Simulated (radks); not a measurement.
Charge is removed step by step from the 6s up level of neutral caesium, starting from [Xe] 6s(up 1, down 0). All-electron calculation, scalar-relativistic Kohn-Sham, PBEsol, spin-polarised, spherical densities, finite nucleus; Fermi nuclear charge, rms radius 4.8041 fm. Program: a radial shooting solver on a logarithmic mesh with Libxc functionals.

| removed (e) | E - E(0) (eV) | eigenvalue (eV) |
|---|---|---|
| 0 | 0.000 | -2.290 |
| 0.125 | 0.312 | -2.696 |
| 0.25 | 0.674 | -3.105 |
| 0.375 | 1.088 | -3.514 |
| 0.5 | 1.553 | -3.923 |
| 0.625 | 2.069 | -4.335 |
| 0.75 | 2.637 | -4.755 |
| 0.875 | 3.258 | -5.195 |

The mean slope of the eigenvalue, de/dn, is 3.32 eV per electron.
